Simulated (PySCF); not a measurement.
B3LYP has the VWN-RPA correlation part, as in Gaussian. 

Cartesian coordinates (Å):
SMILES: C=[SiH]C=[SiH2]
```xyz
10

C      2.3495     0.1236     0.5076
Si     0.7688     0.5044    -0.0074
C     -0.6599    -0.6037     0.0703
Si    -2.2432    -0.2132    -0.4489
H      3.1586     0.8383     0.4309
H      2.6135    -0.8376     0.9294
H      0.4574     1.8306    -0.5770
H     -0.4939    -1.5958     0.4802
H     -3.3774    -1.1501    -0.3658
H     -2.5733     1.1034    -1.0192
```
Charge 0, multiplicity 1.

Q: What total energy, dipole moment, HOMO–LUMO gap, HOMO and LUMO does B3LYP-D3(BJ)/def2-TZVP in PySCF give?

A: 
The total energy is -17927.48 eV, the dipole moment is 2.96 D and the HOMO–LUMO gap is 3.33 eV. The HOMO is -5.57 eV. The LUMO is -2.24 eV.
